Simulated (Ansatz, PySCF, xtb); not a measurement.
Constitutional and geometric isomers with formula C2H5N. Isolated molecules, 0 K electronic values unless said otherwise. One relaxed conformer stands for each flexible species; it need not be the lowest. Strings in code marks are SMILES.

Quantity: electronic energy of isomers of C2H5N relative to `[H]/N=C\C`, in kcal/mol.

Level 1: PBE0-D3(BJ)/def2-TZVP (PySCF)
Level 2: B3LYP/3-21G // PBE0-D3(BJ)/def2-TZVP (PySCF)
Level 3: HF/cc-pVQZ // PBE0-D3(BJ)/def2-TZVP (Ansatz, a program for electronic structure)
Level 4: GFN2-xTB (xtb)

| species | level 2 | level 3 | level 4 |
|---|---|---|---|
| `C=CN` | 0.33 | 3.17 | 3.22 |
| `C=NC` | 5.83 | 8.78 | 1.11 |

Problem. What does level 1 give for each?

Solution. 
- `C=CN`: 1.41
- `C=NC`: 8.87
